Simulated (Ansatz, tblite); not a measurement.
Cost and result up the ladder for the cluster Cs4Cl4 (8 atoms). The state is a singlet with charge 0. Geometry: PBE0-D4/def2-SVP.

```xyz
8

Cs    1.940   -2.041   -0.741
Cs   -2.131    0.079   -1.986
Cs   -1.126   -0.635    2.610
Cs    1.317    2.597    0.118
Cl   -1.853    1.946    0.707
Cl   -1.258   -2.478   -0.111
Cl    2.035   -0.076    1.894
Cl    1.076    0.607   -2.490
```

Ansatz on 4 threads of Arm Neoverse N1 on a shared host; xTB runs through tblite on one thread. Times are rough, summed over both states, and most runs start from the orbitals of an earlier one. PBE0-D4/def2-TZVP serves as the yardstick here, not as an exact answer. The other state is a quintet at its own geometry.

In the def2 sets Cs takes a core potential; there is no spin–orbit coupling. The xTB rows come from tblite. LC-ωPBE has ω = 0.4 bohr⁻¹. Correlated methods freeze 20 core orbitals; core or outer-core shells of Cs are correlated, in sets that lack core-valence functions. In the quintet, Cl5 and Cl6 lie 2.64 Å apart, Cl7 and Cl8 lie 2.64 Å apart (atoms count from 1), so these atoms are partly bonded to each other. The structure comes from a short search, and lower isomers may exist.

xTB has no spin-polarisation term.

```csv
level,functions,wall time,quintet − singlet (eV),difference from PBE0-D4/def2-TZVP (eV)
GFN1-xTB,52,0.023 s,6.11,-2.98
GFN2-xTB,52,0.036 s,8.02,-1.08
PBE-D4/def2-TZVP,264,41 s,8.55,-0.55
MP2/def2-TZVP,264,45 s,9.82,0.72
PBE0-D4/def2-TZVP,264,70 s,9.10,0.00
LC-ωPBE/def2-TZVP (with forces),264,83 s,9.99,0.89
r2SCAN-D4/def2-TZVP,264,94 s,9.14,0.05
B97M-V/def2-TZVP,264,3.3 min,8.95,-0.14
```
